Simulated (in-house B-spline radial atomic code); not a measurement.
Configurations of the molybdenum ion Mo⁶⁺, with energies counted from [Ar] 3d10 4s2 4p6. Computed with an all-electron radial atomic-structure program (B-spline basis): Dirac-Hartree-Fock, average of configuration, Fermi nucleus of rms radius 4.4091 fm. Energies include first-order Breit, QED and recoil terms.

Occupations are held fixed; configurations that lie above the ionisation limit could autoionise.

```
                configuration  E - E(ref) (eV)  highest orbital  its <r> (bohr)
        [Ar] 3d10 4s2 4p5 6s1           88.144            6s1/2           3.881
        [Ar] 3d10 4s2 4p5 7d1           106.83            7d5/2           7.313
        [Ar] 3d10 4s2 4p5 7f1           110.72            7f7/2           8.811
        [Ar] 3d10 4s2 4p5 8g1           114.94            8g7/2           12.18
        [Ar] 3d10 4s1 4p6 5f1           129.49            5f7/2           3.883
        [Ar] 3d10 4s1 4p6 5g1            132.3            5g7/2           3.882
        [Ar] 3d10 4s1 4p6 7p1           136.95            7p3/2           6.378
        [Ar] 3d10 4s1 4p6 7g1            145.4            7g7/2           8.976
         [Ar] 3d9 4s2 4p6 6g1           309.34            6g7/2           6.212
[Ne] 3s2 3p5 3d10 4s2 4p6 8s1           484.64            8s1/2           8.336
[Ne] 3s2 3p5 3d10 4s2 4p6 8d1           488.09            8d5/2           10.02
[Ne] 3s2 3p5 3d10 4s2 4p6 8g1           491.36            8g7/2           12.17
```

Task: Order these further configurations by energy, lowest first.
A. [Ar] 3d9 4s2 4p6 7p1
B. [Ar] 3d9 4s2 4p6 8p1
C. [Ar] 3d9 4s2 4p6 5s1
D. [Ar] 3d9 4s2 4p6 7f1
E. [Ar] 3d9 4s2 4p6 6p1

Result: C (261.82 eV), E (294.31 eV), A (305.64 eV), B (312.05 eV), D (313.12 eV).

Task: How far above the reference does [Ne] 3s2 3p5 3d10 4s2 4p6 7s1 lie?

Result: 477.36 eV; its least bound orbital is 7s1/2 with <r> = 5.876 bohr.

Task: How far above the reference does [Ar] 3d9 4s2 4p6 6s1 lie?

Result: 290.28 eV; its least bound orbital is 6s1/2 with <r> = 3.842 bohr.

Task: How far above the reference does [Ar] 3d10 4s2 4p5 6g1 lie?

Result: 106.8 eV; its least bound orbital is 6g7/2 with <r> = 6.215 bohr.

Task: One of these lies 102.7 eV from the reference. Which?
A. [Ar] 3d10 4s2 4p5 5f1
B. [Ar] 3d10 4s1 4p6 4d1
C. [Ar] 3d10 4s2 4p5 8s1
D. [Ar] 3d10 4s1 4p6 5p1

Result: D.
